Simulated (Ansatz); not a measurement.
`[NH2][Ga]([Br])[Br]` and `[NH2][Ga]([Cl])[Br]` differ in one atom or group.

Ansatz, PBE0-D4/def2-TZVP geometries, multiplicity 1. Each molecule was computed in one conformer, which needn't be the lowest.

Scalar relativity is left out up to krypton.

```csv
property,`[NH2][Ga]([Br])[Br]`
HOMO energy (ωB97M-V/def2-TZVPP) / eV,-10.33
size of the dipole moment (ωB97M-V/def2-TZVPP) / D,2.40
LUMO energy (B3LYP/def2-TZVPP) / eV,-1.59
LUMO energy (PBE0/def2-TZVPP) / eV,-1.26
size of the dipole moment (B3LYP/def2-TZVPP) / D,2.40
"ideal-gas entropy at 298 K and 1 bar (rigid rotor, harmonic PBE0-D4/def2-TZVP) / J/(mol·K)",374
```

Problem. Give the same properties after the change, and the shifts. (An estimate is asked.)

Solution. Computed: 
```tsv
property	`[NH2][Ga]([Cl])[Br]`	shift
HOMO energy (ωB97M-V/def2-TZVPP) / eV	-10.37	-0.04
size of the dipole moment (ωB97M-V/def2-TZVPP) / D	2.48	0.08
LUMO energy (B3LYP/def2-TZVPP) / eV	-1.47	0.12
LUMO energy (PBE0/def2-TZVPP) / eV	-1.14	0.12
size of the dipole moment (B3LYP/def2-TZVPP) / D	2.50	0.10
ideal-gas entropy at 298 K and 1 bar (rigid rotor, harmonic PBE0-D4/def2-TZVP) / J/(mol·K)	366	-8
```

Dipoles are sizes alone; their direction can turn. Modes under 60 cm⁻¹, often nearly free rotors, make the harmonic entropy too high.

B3LYP here is the variant with VWN-RPA as its local correlation; programs differ in this.

Spin–orbit coupling is left out; it splits and shifts lone-pair levels of the heavy atoms by tenths of an eV.
